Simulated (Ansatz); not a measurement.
## Forces on a displaced structure

CH$_{2}$AlClO (SMILES O=[CH][AlH][Cl]), singlet, at a frame of a short PBE0-D4/def2-SVP trajectory.

O1  (1.039, -1.407, -0.579)
C2  (0.927, -0.215, -0.431)
Al3  (-0.752, 0.450, 0.359)
Cl4  (-2.202, -1.054, 0.523)
H5  (1.812, 0.458, -0.659)
H6  (-1.284, 1.698, 1.062)
(Å)

Ansatz 0.2.0; basis: def2-TZVPP; cores frozen in the correlated methods.

CCSD(T) forces from the calculation:
| atom | Fx | Fy | Fz (eV/Å) |
| --- | --- | --- | --- |
| O1 | 0.154 | -1.298 | -0.258 |
| C2 | 0.979 | 1.780 | 0.012 |
| Al3 | -0.957 | -0.729 | 0.273 |
| Cl4 | -0.071 | -0.189 | -0.110 |
| H5 | -0.309 | -0.415 | -0.047 |
| H6 | 0.204 | 0.851 | 0.131 |

(1) Which atom feels the largest CCSD(T) force, and how large is it?

T1 diagnostic: at most 0.014. These are differences at one structure, and CCSD(T) in triple zeta is itself an approximation.

Answers

(1) C2, 2.03 eV/Å, along (0.48, 0.88, 0.01).

Root-mean-square difference of the force components from those of CCSD(T): PBE-D4 0.200; r2SCAN-D4 0.307; PBE0-D4 0.443; wB97M-V 0.358 eV/Å.

For scale, one of the runs: CCSD(T)/def2-TZVPP forces, 174 basis functions, launched by `ansatz run in.yaml --threads 2 --pin off --events-out ev --progress --plain --max-ram 3481MiB`. The run took 2.4 min on 2 CPU threads of an Arm Neoverse V2 (shared host), with 2.6 GiB of host memory at its peak.
